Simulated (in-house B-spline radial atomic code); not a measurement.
**Binding energies in Pr⁷⁺**

NIST's tabulated ground configuration is [Kr] 4d10 4f1 5s2 5p3; each binding energy is the energy of the ion with one electron taken from that subshell, relaxed, less that of the parent. Level of theory: Dirac-Hartree-Fock, average of configuration, Fermi nucleus of rms radius 4.8919 fm; calculated with a radial B-spline atomic code at the basis-set limit. Energies include first-order Breit, QED and recoil terms.

```
subshell  X-ray name  binding energy (eV)  -ε (eV)  relaxation (eV)
      1s           K              42100.3  42333.3             67.9
      2s          L1               6953.5   7007.1             35.2
      3s          M1               1623.5   1641.3             14.5
   3d3/2          M4               1065.1   1082.4             16.3
   3d5/2          M5                 1045   1061.5             16.1
      4s          N1                423.1    428.0              4.1
   4d3/2          N4                  226    229.5              3.4
   4d5/2          N5                222.3    225.6              3.3
      5s          O1                131.6    132.2              0.4
      5p        O2,3                109.3    109.7              0.4
      4f        N6,7                105.7    107.8              2.3
```

Relaxation = -ε minus the binding energy without Breit, QED and recoil terms.

(1) What does it cost to remove both a 3s and a 5p electron?

(2) What does it cost to remove both a 1s and a 4f electron?

(3) What does it cost to remove both a 4s and a 4d5/2 electron?

Answers

(1) 1751.7 eV, which is 18.96 eV more than the two single binding energies together.

(2) 42233 eV, which is 27.35 eV more than the two single binding energies together.

(3) 673.25 eV, which is 27.85 eV more than the two single binding energies together.
